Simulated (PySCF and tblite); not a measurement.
Values are calculated unless marked as measured or tabulated.
System: C5H10S2, numbered as in [CH3:1][S:2][S:3][CH2:4][CH:5]1[CH2:6][CH2:7]1.

For the rotation about the S2–S3 bond (torsion C1–S2–S3–C4 from 98° to 270°, rising): electronic barrier 7.06 kcal/mol, zero-point change -0.11 kcal/mol, thermal and entropy terms at 298.15 K a further 0.42 kcal/mol (symmetry numbers apart). The minimum is C1, the saddle C1. Level: PBE0/pcSseg-1 + D3(BJ) on GFN2-xTB stationary points, with GFN2-xTB thermal terms. Rates follow Eyring's equation with the number of equivalent paths and no tunnelling. Programs: tblite and PySCF.

(1) How many equivalent paths lead out of the minimum?

(2) Work out the rate at 298.15 K.

Answers

(1) 1: the symmetry number of the minimum is 1, that of the saddle displaced along its mode 1.

(2) ΔG‡ = 7.37 kcal/mol; k_B T/h = 6.2×10¹² s⁻¹; exp(−ΔG‡/RT) = 4×10⁻⁶; times 1 gives k = 2.5×10⁷ s⁻¹. Wigner's tunnelling factor for the 50i cm⁻¹ mode would be 1.00.
